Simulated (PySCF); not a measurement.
CH₆ClNOSi, SMILES O[Si](N)(Cl)C.

Coordinates come from a PBE0-D3(BJ)/def2-SVP optimisation. The structure was generated by enumeration, and PubChem lists no compound with its InChIKey, so it may never have been made. Other conformers were not sampled.

Computed with PySCF 2.14.0 with PBE0-D3(BJ)/def2-SVP.

Frequencies are harmonic and unscaled.

```tsv
mode	ν (cm⁻¹)	IR (km/mol)	Raman (Å⁴/amu)	depolarisation	moving atoms (share of kinetic energy)
1	138	10.5	0.1	0.72	H 91 %
2	164	25.6	0.4	0.64	H 67 %, O 17 %
3	175	19.7	2.3	0.75	H 37 %, C 24 %, Cl 16 %, O 11 %, N 10 %
4	200	7.3	1.5	0.74	H 52 %, N 15 %, C 14 %, O 11 %
5	255	11.9	1.8	0.55	H 39 %, N 17 %, Cl 14 %, Si 13 %, O 9 %
6	262	11.9	1.3	0.75	H 30 %, Si 22 %, O 19 %, N 11 %, Cl 10 %
7	292	3.6	2.7	0.74	O 25 %, H 22 %, Cl 17 %, Si 17 %, C 10 %, N 9 %
8	354	81.7	1.7	0.75	H 66 %, O 16 %, N 12 %
9	480	123.4	3.0	0.10	H 65 %, N 25 %
10	519	164.1	4.8	0.07	Cl 35 %, Si 31 %, H 17 %
11	696	39.9	8.7	0.13	C 37 %, H 33 %, Si 18 %
12	744	9.3	2.3	0.22	H 67 %, C 15 %, N 14 %
13	781	72.4	2.1	0.67	H 76 %, C 18 %
14	813	92.7	2.4	0.24	H 49 %, O 33 %
15	857	120.8	1.3	0.63	H 64 %, Si 14 %, N 12 %
16	906	195.4	1.5	0.29	Si 39 %, H 31 %, N 24 %
17	957	160.3	1.2	0.70	Si 44 %, O 27 %, H 19 %
18	1273	45.3	0.6	0.43	H 76 %, C 23 %
19	1425	5.1	11.5	0.75	H 96 %
20	1427	4.3	11.2	0.75	H 96 %
21	1547	62.2	5.6	0.70	H 89 %, N 11 %
22	3063	0.8	129.1	0.01	H 97 %
23	3167	2.5	79.4	0.75	H 91 %, C 9 %
24	3176	0.9	73.9	0.75	H 91 %, C 9 %
25	3602	33.4	117.5	0.12	H 96 %
26	3699	35.2	70.9	0.75	H 91 %, N 9 %
27	3926	99.3	91.2	0.27	H 94 %
```
